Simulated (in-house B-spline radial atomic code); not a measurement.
Results of a calculation; reference values are marked as such.
# Cr in an electron gas of r_s = 1.5: phase shifts, screening and friction

A nucleus sits in a uniform electron gas with a rigid positive background. The Kohn-Sham equations are solved self-consistently in the spin-unpolarised LDA (PW92), non-relativistic, on B-splines with outgoing waves at the boundary and partial waves to l = 8. The model has no lattice, no bands and no magnetic solution. Atomic units; δ_l are the phase shifts at the Fermi level, counted so that each bound state adds π, and good to about 0.0005.

The density parameter is r_s = 1.5 bohr.

```json
{"l": "0", "δ_l (rad)": "8.3365"}
{"l": "1", "δ_l (rad)": "5.9256"}
{"l": "2", "δ_l (rad)": "2.1239"}
{"l": "3", "δ_l (rad)": "0.0912"}
{"l": "4", "δ_l (rad)": "0.0240"}
{"l": "5", "δ_l (rad)": "0.0062"}
{"l": "6", "δ_l (rad)": "0.0016"}
{"l": "7", "δ_l (rad)": "0.0002"}
{"l": "8", "δ_l (rad)": "-0.0001"}
```

Bound levels below the band bottom (hartree): s -212.9, s -23.09, p -19.5, s -1.792, p -0.821.

Check the Friedel sum rule, and say where the screening charge sits.

k_F = (9π/4)^(1/3)/r_s = 1.27944. The rule is Z = (2/π) Σ (2l + 1) δ_l. The terms are s 5.307, p 11.317, d 6.761, f 0.406 and 0.195 beyond, in all 23.986 against Z = 24. Bound states hold 6 s, 12 p, 0 d electrons, so the scattering states carry 5.99 in all; where a term is smaller than its bound count, the bound level has drawn weight out of the band.

Find the transport cross section and the electronic stopping of a 5 keV Cr ion (mass 52.0 u).

σ_tr = (4π/k_F²) Σ (l + 1) sin²(δ_l − δ_(l+1)). The terms for l = 0 to 3 are 0.4454, 0.7520, 2.4042, 0.0180, all together 3.6214, so σ_tr = 7.677 × 3.6214 = 27.800 bohr². With n = 3/(4π r_s³) = 0.07074, the friction coefficient is Q = n k_F σ_tr = 2.5159. For v well below v_F = 1.279, dE/dx = Q v; with 24801 eV per u at v = 1, v = √(5000/(24801 × 52.0)) = 0.0623, so dE/dx = 0.15666 hartree/bohr = 80.6 eV/nm. The largest term couples the d and f waves.
